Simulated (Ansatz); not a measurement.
Coupled-cluster diagnostics for the cluster CuBr2⁻ (the lowest singlet isomer of a short search), Ansatz.

Geometry of the singlet (PBE-D4/def2-TZVPD):

Cartesian coordinates in Å:
```
Cu 0.000 -0.001 -0.001
Br 1.878 1.054 -0.714
Br -1.878 -1.054 0.715
```

Correlated methods freeze 27 core orbitals; core or outer-core shells of Br are correlated, in sets that lack core-valence functions. The structure comes from a short search, and lower isomers may exist.

Q: Estimate the CCSD(T) correlation energy, the shares of MP2 and (T), T1 and the reference's ⟨S²⟩ for: charge -1, singlet, own geometry in def2-TZVPPD; and the rough time on 4 threads of Arm Neoverse V1 on a shared host.

A: 
```csv
state,basis,correlation (eV),MP2 share (%),(T) share (%),T1,⟨S²⟩ (pure),wall time
"charge -1, singlet, own geometry",def2-TZVPPD,-28.827,102.2,3.8,0.017,0.00 (0.00),30 s
```
Customary marks for T1 are 0.02 (closed shells), 0.045 (open shells) and about 0.05 (3d metals). T1 stays under 0.02 throughout.
